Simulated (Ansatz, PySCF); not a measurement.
NP, SMILES N#P.

The structure is a stationary point at B3LYP-D3(BJ)/def2-TZVPD.

Vertical ionisation energy (IE) and electron affinity (EA) in eV. Rows of orbital energies are one-electron estimates. Where ΔSCF, EOM or ADC give a negative EA the extra electron is unbound and the value depends on the basis.

```json
[
 {"level": "−ε(HOMO), −ε(LUMO), HF/def2-TZVPD (PySCF)", "IE": "12.11", "EA": "-1.09"},
 {"level": "−ε(HOMO), −ε(LUMO), B3LYP/def2-TZVPD (PySCF)", "IE": "9.04", "EA": "2.63"},
 {"level": "−ε(HOMO), −ε(LUMO), PBE/def2-TZVPD (PySCF)", "IE": "7.73", "EA": "3.34"},
 {"level": "EOM-CCSD/aug-cc-pVDZ (PySCF)", "IE": "11.73", "EA": "-0.32"},
 {"level": "ADC(3)/aug-cc-pVDZ (PySCF)", "IE": "12.09", "EA": "-0.14"},
 {"level": "ΔSCF, PBE0/def2-TZVPD (Ansatz), final states of multiplicity 2 and 2", "IE": "11.78", "EA": "0.09"},
 {"level": "ΔSCF, PBE/def2-TZVPD (Ansatz), final states of multiplicity 2 and 2", "IE": "11.74", "EA": "-0.03"}
]
```

What vertical singlet–triplet gap does ΔSCF give with PBE0/def2-TZVPD (Ansatz, a first-principles code) and with PBE/def2-TZVPD (Ansatz)? (An estimate is asked for; the answer gives what the named calculation found.)

3.66 and 3.93 eV (triplet above singlet where positive).

Beyond the first one, list the lowest photoelectron lines from ADC(3)/aug-cc-pVDZ run with PySCF 2.14.0 with their pole strengths (two spins summed). (The exact figures need the calculation; the answer reports its results.)

12.21 eV (1.79), 12.21 eV (1.79), 15.64 eV (0.95).
